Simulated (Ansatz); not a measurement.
Bi(Me)3 (C₃H₉Bi), SMILES [CH3][Bi]([CH3])[CH3].

Coordinates come from a B3LYP-D3(BJ)/def2-SVP optimisation. The isomer is the one that the SMILES or the coordinates give; other isomers of the formula were not compared. The def2 effective core potentials stand for the cores of Bi; spin–orbit coupling is left out.

Two levels are set side by side: PBE/def2-TZVPD (Ansatz, a program for electronic structure) and PBE0/def2-TZVPD (Ansatz). Energy differences of separate SCF runs at the same geometry; the states with an electron removed or added have multiplicity 2 and 2. Differences are taken from unrounded values.

```csv
quantity,PBE0,PBE,PBE minus PBE0
vertical ionisation energy (eV),8.47,8.38,-0.09
vertical singlet–triplet gap (eV),4.64,4.55,-0.10
```
